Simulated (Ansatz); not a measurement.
Name a neutral molecule of Au, N, O, Si and H with LUMO energy (PBE/def2-TZVPP) between -2.55 and -2.25 eV and HOMO energy (PBE0/def2-TZVPP) between -6.45 and -6.15 eV (Ansatz, PBE0-D4/def2-TZVP geometry).

`[OH2+][Au-][N]([SiH3])[SiH3]` (-2.29 eV, -6.27 eV). Other molecules can fit too; these were computed, each in one conformer that needn't be the lowest.
